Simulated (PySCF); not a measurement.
**From computed data to an observable: chemical shift, span and skew from a shielding tensor**

Mg(Cl)(NH2) (ClH₂MgN), SMILES [NH2][Mg][Cl]. Atoms are numbered in the order given.

```xyz
5

Mg     0.0000     0.0000     0.5019
Cl     0.0000     0.0000    -1.6844
N      0.0000     0.0000     2.3788
H      0.0000    -0.8111     2.9807
H      0.0000     0.8111     2.9807
```

Coordinates come from a r2SCAN-D4/def2-TZVP optimisation. The values are those of a single conformer.

GIAO shieldings from PySCF with KT2/pcSseg-2, non-relativistic, no solvent. The symmetric part of the tensor of N3 has the principal values 252.0, 295.5, 298.0 ppm. The same nucleus in NH3 has σ = 261.9 ppm at this level (PySCF, at its B3LYP-D3(BJ)/def2-TZVP geometry). Without spin–orbit terms, shifts of atoms bonded to Cl or Br come out too high.

Q: Work out the isotropic shielding, the ¹⁵N shift against NH3, the span and the skew.

A: 
σ(iso) = (σ11 + σ22 + σ33)/3 = 281.8 ppm. δ = σ(ref) − σ(iso) = 261.9 − (281.8) = -19.9 ppm.
Span Ω = σ33 − σ11 = 46.0 ppm. Skew κ = 3(σ(iso) − σ22)/Ω = -0.89. Tumbling in solution averages the tensor to δ; in a static solid the shielding alone would spread this spin-1/2 line over Ω.
